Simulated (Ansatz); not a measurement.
```yaml
atoms:
  - { symbol: C, position_ang: [1.0182, 0.0000, 0.0000] }
  - { symbol: C, position_ang: [0.0000, 1.0182, 0.0000] }
  - { symbol: C, position_ang: [-1.0182, 0.0000, 0.0000] }
  - { symbol: C, position_ang: [0.0000, -1.0182, 0.0000] }
  - { symbol: F, position_ang: [2.3582, 0.0000, 0.0000] }
  - { symbol: F, position_ang: [0.0000, 2.3582, 0.0000] }
  - { symbol: F, position_ang: [-2.3582, 0.0000, 0.0000] }
  - { symbol: F, position_ang: [0.0000, -2.3582, 0.0000] }
```

Basis set: def2-TZVP (spherical functions). Charge 0, multiplicity 1.

Computed with Ansatz (development build ahead of 0.2.0); each method stands on the lowest determinant of its kind that the runs found. Restricted functionals stand beside restricted open-shell atoms, which can lie above the unrestricted atoms usual in DFT and then raise those values.

The atomization energy at this shape (free ground-state atoms in the same class of orbitals less the molecule, no zero-point energy) of singlet C4F4:

```json
{"method": "PBE0 (unrestricted)", "atomization energy": "36.69 eV"}
{"method": "PBE0 (restricted)", "atomization energy": "35.93 eV"}
{"method": "UHF", "atomization energy": "23.37 eV"}
{"method": "RHF", "atomization energy": "21.67 eV"}
```

Problem. What does ωB97X (restricted) give?

Solution. 35.34 eV. Caution for PBE0 (unrestricted), UHF: the unrestricted determinant is a mixture of spin states. Caution for PBE0 (restricted), RHF: an unrestricted determinant lies well below.

The shape needn't be a minimum at these levels.
